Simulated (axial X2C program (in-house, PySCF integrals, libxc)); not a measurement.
Results of a calculation; reference values are marked as such.
## SnBr: input and output

Program: an axial X2C code built on PySCF integrals.

Input:
```json
{
 "zs": [
  50,
  35
 ],
 "q": 0,
 "bas": [
  "dyall-cv3z",
  "dyall-cv3z"
 ],
 "levels": [
  "PBE0",
  "HF",
  "TPSSh"
 ],
 "cc": true,
 "r0": 2.54,
 "thr": -1.0,
 "nmax": 90,
 "npts": 10,
 "nst": 2,
 "ntry": 6
}
```
```bash
python so2c.py task.json out
```

Keys: zs atomic numbers; q charge; bas basis sets; levels methods; cc coupled cluster on or off; r0 starting distance in Å; thr threshold in hartree for freezing inner shells (an s shell follows its p shell); nmax most natural virtual spinors; npts points on the curve; nst determinants followed; ntry starts of the search. HF also brings MP2.

Output of the HF step, two-component, at R = 2.527 Å for the state Ω = 1/2. It starts from PBE0 orbitals of this distance.

```
two-component X2C + atomic mean field  HF
basis functions 231  fitting functions 1226  grid points 5801
iter        total energy     max residual
   1      -8774.884372293     2.37e-01
   2      -8774.918033398     5.32e-03
   3      -8774.919104126     2.94e-03
   4      -8774.919274959     1.05e-03
   5      -8774.919322303     4.73e-04
   6      -8774.919334892     2.58e-04
   7      -8774.919338039     1.32e-04
   8      -8774.919339426     5.22e-05
   9      -8774.919339753     3.89e-05
  10      -8774.919339858     1.71e-05
  11      -8774.919339874     5.17e-06
  12      -8774.919339875     1.07e-06
converged
one-electron -12837.29806715  Coulomb 3955.53617143  exact exchange -255.11146272  xc functional 0.00000000  nuclear repulsion 366.46621255  atomic mean-field constant -4.51219398
correlated 11  virtual 273  natural virtual 90  E(MP2) -0.225284912  MP2 remainder -0.006981890
iter   CCSD correlation   residual
   1     -0.235082830   1.10e-01
   2     -0.241508260   4.11e-02
   3     -0.242445689   1.55e-02
   4     -0.242453632   5.88e-03
   5     -0.242491470   1.76e-03
   6     -0.242493304   7.37e-04
   7     -0.242493645   2.85e-04
   8     -0.242495712   1.10e-04
   9     -0.242494809   5.10e-05
  10     -0.242494826   3.03e-05
  11     -0.242494601   1.48e-05
  12     -0.242494659   5.97e-06
  13     -0.242494667   2.39e-06
(T) -0.010087463  T1 0.0197  D1 0.0307  max T2 0.067
```
Energies are in hartree; totals compare only within one Hamiltonian and basis. T1 in the output is the amplitude norm over the root of the electron number; divide by √2 for the Lee–Taylor value.
